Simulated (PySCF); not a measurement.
ReOF4 (doublet state).
Structure used (PBE0-D3(BJ)/def2-SVP), in Å, numbered top down from 1:
```
atom  x, y, z in Å
Re1    0.0003   -0.0003    0.1069
O2     0.0033   -0.0079    1.7544
F3     1.7626    0.0074   -0.4710
F4    -0.0062    1.7670   -0.4561
F5    -1.7646   -0.0034   -0.4631
F6     0.0046   -1.7628   -0.4711
```

Computed, not measured: PBE0-D3(BJ)/def2-SVP geometry optimisation, gas phase, def2 core potentials past Kr (PySCF 2.14.0).

Masses are those of the commonest isotopes; rigid-rotor values at the optimised geometry. 

Give the principal moments of inertia and the rotational constants in cm⁻¹.

Ia = 185.43, Ib = 185.60, Ic = 236.54 u·Å²; 505379 MHz·u·Å²/I gives 2725, 2723 and 2137 MHz, that is A = 0.09091, B = 0.09083, C = 0.07127 cm⁻¹.

Classify the top.

An oblate symmetric top, as the point group C4v requires two equal moments; the computed ones differ by 0.09 % because the geometry is symmetric only within the optimiser's tolerance: κ = (2 × 2723 − 2725 − 2137)/(2725 − 2137) = 0.99.

What does the inertial defect say?

Not planar: Δ = Ic − Ia − Ib = -134.49 u·Å². For a rigid frame Δ = −2 Σ m c², so Σ m c² = 67.25 u·Å² lies off the ab plane. The atom farthest from that plane is 1.71 Å away.

Where do the R-branch lines fall?

The dipole of 0.77 D lies along the symmetry axis, so ΔK = 0 and J+1 ← J falls at 2B(J+1) for every K: 5.45 GHz, 10.90 GHz, 16.35 GHz, 21.79 GHz, 27.24 GHz for J = 0 to 4.

Estimate the classical rotational partition function at 10 K, 100 K and 298.15 K.

Point group C4v, symmetry number σ = 4; q = (√π/σ)·√((kT/h)³/(ABC)), k/h = 20836.6 MHz/K: 335 at 10 K, 10600 at 100 K, 54500 at 298.15 K.

For this open shell read J as N, the rotation without spin; fine and hyperfine splittings come on top. No PBE0-D3(BJ)/def2-SVP frequencies stand behind this structure, so it isn't proved a minimum. ⟨S²⟩ = 0.755 (exact for a doublet: 0.75). These are rigid-rotor constants of the computed structure; measured ground-state constants (B0) also hold zero-point vibration.

Neither the SCF state along the optimisation nor the shape of the open-shell metal species was proved the lowest: other solutions of the same spin, or a structure of lower symmetry, can lie below.
